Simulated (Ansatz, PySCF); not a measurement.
CH4CdOSe, SMILES C[O][Cd][SeH]. Atoms are numbered in the order given.

```xyz
8

Cd     0.5484     0.0761    -0.1958
O      1.3152    -0.5035    -1.9347
C      1.1090    -1.7680    -2.4988
H      0.0438    -1.9910    -2.7210
H      1.6496    -1.8208    -3.4638
H      1.4916    -2.6043    -1.8761
Se    -0.3034     0.9446     1.9476
H     -1.5411     1.4273     1.2997
```

Geometry optimised at B3LYP-D3(BJ)/def2-SVP. The def2 effective core potentials stand for the cores of Cd; spin–orbit coupling is left out. The values are those of a single conformer.

Two levels are set side by side: PBE-D3(BJ)/def2-SVP (Ansatz, a first-principles code) and B3LYP-D3(BJ)/def2-SVP (Ansatz). Each level has its own optimised geometry; the coordinates shown are those of the second. Frequencies come from the Hessian of PySCF at each geometry. Differences are taken from unrounded values.

```tsv
quantity	B3LYP-D3(BJ)
mean bond length (Å)	1.523
bond Cd1–O2 (Å)	1.987
bond Cd1–Se7 (Å)	2.465
bond O2–C3 (Å)	1.400
bond C3–H4 (Å)	1.111
bond C3–H5 (Å)	1.107
bond C3–H6 (Å)	1.111
bond Se7–H8 (Å)	1.478
highest harmonic wavenumber (cm⁻¹)	3025
mean harmonic wavenumber (cm⁻¹)	1175
zero-point energy (kcal/mol)	30.23
```

**Question.** What does PBE-D3(BJ) give, and how far is it from B3LYP-D3(BJ)? (Estimate from the structure and the level; the computed values follow.)

**Answer.** 
```csv
quantity,PBE-D3(BJ),PBE-D3(BJ) minus B3LYP-D3(BJ)
mean bond length (Å),1.529,0.007
bond Cd1–O2 (Å),1.997,0.010
bond Cd1–Se7 (Å),2.460,-0.005
bond O2–C3 (Å),1.406,0.006
bond C3–H4 (Å),1.119,0.008
bond C3–H5 (Å),1.115,0.008
bond C3–H6 (Å),1.119,0.008
bond Se7–H8 (Å),1.487,0.009
highest harmonic wavenumber (cm⁻¹),2965,-60
mean harmonic wavenumber (cm⁻¹),1145,-30
zero-point energy (kcal/mol),29.45,-0.78
```

Exact exchange shortens and stiffens bonds; PBE has none. Differences between two approximate levels are no errors against the true value.
